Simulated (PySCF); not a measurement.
## Static response to an electric field

Species: C3H11BF2P2.
SMILES with atom numbers: `[CH3:1][B-:2]([CH3:3])([CH3:4])[P+:5]([F:6])([F:7])[PH2:8]` (hydrogens: H9, H10, H11 on C1; H12, H13, H14 on C3; H15, H16, H17 on C4; H18, H19 on P8)

Structure used (PBE0-D3(BJ)/def2-SVP), in Å, numbered top down from 1:
```xyz
19
C3H11BF2P2 angstrom
C     -1.1983    1.6408    0.0767
B     -0.5161    0.1643    0.0335
C     -0.8564   -0.6933   -1.3065
C     -0.6602   -0.6822    1.4166
P      1.3749    0.5341   -0.0912
F      1.9206    1.4295    1.1107
F      1.7733    1.4558   -1.3312
P      2.9640   -0.9883   -0.2016
H     -0.8973    2.2551    0.9408
H     -2.2873    1.4802    0.1658
H     -1.0391    2.2371   -0.8364
H     -0.6461   -0.1651   -2.2515
H     -1.9431   -0.8870   -1.2915
H     -0.3679   -1.6820   -1.3528
H     -0.1668   -1.6695    1.4047
H     -0.3260   -0.1441    2.3193
H     -1.7378   -0.8803    1.5529
H      2.3448   -1.7158    0.8614
H      2.2306   -1.6858   -1.2109
```

Level: B3LYP/def2-SVPD (PySCF), static field, nuclei fixed, core orbitals frozen in the response. The polarisability tensor in these axes (au):

```
x   129.41 -13.83  -2.33
y   -13.83 105.92   0.95
z    -2.33   0.95  96.87
```

Problem. Give the principal values, the mean and the anisotropy Δα = √{½[(α1 − α2)² + (α2 − α3)² + (α1 − α3)²]}.

Solution. Principal values 96.71, 99.52 and 135.97 au; mean 110.73 au = 16.41 Å³ = 18.26 × 10⁻⁴⁰ C²·m²/J; Δα = 37.94 au (34 % of the mean).

Problem. What is the dipole moment, and where does it point?

Solution. (2.01, -1.84, -0.15) D, 2.72 D in size, pointing from the negative to the positive side. Measured along this direction, the outermost atoms are H10 at the negative end and P8, H19 and H18 at the positive end.

Problem. Molar refractivity from α?

Solution. Lorentz–Lorenz: R = (4π/3)N_A α = 2.5225 cm³/(mol·Å³) × 16.41 Å³ = 41.4 cm³/mol, in the limit of long wavelengths.

Problem. Along which axes do the principal values lie, and how far do the nuclei extend along each?

Solution. Largest value along (0.91, -0.42, -0.06), where the nuclei span 5.81 Å; middle along (0.42, 0.91, -0.04), 3.76 Å; least along (0.08, 0.01, 1.00), 4.58 Å. The strongest response lies along the longest span, while the other two are in reverse order.

Problem. Orientational against electronic polarisability at 298 K (dilute gas, rigid molecules)?

Solution. In Gaussian units μ²/3kT = 60.14 Å³ against 16.41 Å³, a ratio of 3.67; the Debye molar polarisation (4π/3)N_A(α + μ²/3kT) is 193.1 cm³/mol, leaving out the vibrational part.

Problem. Find the Langevin capture rate constant for NO+ (29.998 u) meeting this molecule (158.040 u), k = 2.342 × 10⁻⁹ cm³/s × √(α in Å³ / reduced mass in u).

Solution. The reduced mass is 25.21 u, so k = 1.89 × 10⁻⁹ cm³/s. The formula leaves out the permanent dipole, which adds to the capture rate.

Isolated species at its PBE0-D3(BJ)/def2-SVP geometry (one conformer only).
